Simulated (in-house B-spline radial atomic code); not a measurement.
## RPA and G0W0 on LDA exchange-only: Ge IV (Ge3+)

Configuration [Ar] 3d10 4s1, highest spin, mean-field start LDA exchange-only. Computed with a B-spline radial code for spherical atoms: all electrons, non-relativistic, point nucleus, each spin shell either full or empty, empty states to l = 9 with an (l + 1/2)⁻⁴ tail; G0W0 by contour deformation at full frequency.

Command:
```bash
python run_gw.py task.json out
```
Settings (radii: box in bohr, nucleus in fm):
```
Z                        32
electrons                29
configuration            [Ar] 3d10 4s1
hamiltonian              nr
method                   lda,
lmax                     9
spin_polarised           True
box_radius               14.14
intervals                51
ion_configuration        [Ar] 3d10
```

Run time, properties included: 5.9 s on 1 thread of Arm Neoverse N1, on a shared host.

Energies (hartree):

```csv
term,value
mean-field total,-2068.96524
Hartree-Fock functional on these orbitals,-2073.31989
direct second order,-2.5997
second-order exchange,0.75602
SOSEX correction,0.68378
```

**Question.** What is the RPA correlation energy, and what remains with SOSEX?

**Answer.** RPA gives -2.1974 hartree (-2.06 eV per electron); RPA + SOSEX gives -1.5136, and the second-order doubles -1.8437 hartree (no singles). RPA lacks exchange-type terms and so overcorrelates at short range.

Quasi-particle levels (eV):

```csv
level,occupied,mean field,Σx - vxc,Σc,QP weight,G0W0
4s up,yes,-39.89,-4.61,?,?,?
3d down,yes,-62.01,-17.65,3.93,0.875,-75.73
4s down,no,-37.34,6.02,-2.54,0.942,-33.86
```

G0W0 = mean field + (Σx - vxc) + Σc, with Σc (partial-wave tail included) taken at the quasi-particle energy. Only the outer levels were computed. Levels of low weight are left out.

**Question.** Where does G0W0 put 4s up?

**Answer.** At -46.11 eV, with Σc = -1.61 eV and a quasi-particle weight of 0.962. The tabulated removal energy is 45.715 ± 0.0012 eV (NIST, measured); the calculation leaves out relativity, Breit and QED terms, and what these don't explain is the method's own error.

**Question.** What does it cost to remove one electron (to [Ar] 3d10) by differences of total energies, each species on its own start (correlation terms add to the Hartree-Fock functional)?

**Answer.** LDA exchange-only 45.22 eV, Hartree-Fock functional 43.88 eV, + RPA 45.71 eV, + RPA + SOSEX 44.93 eV, + second order 45.56 eV. Tabulated: 45.715 ± 0.0012 eV (NIST, measured); the calculation leaves out relativity, Breit and QED terms, and what these don't explain is the method's own error.
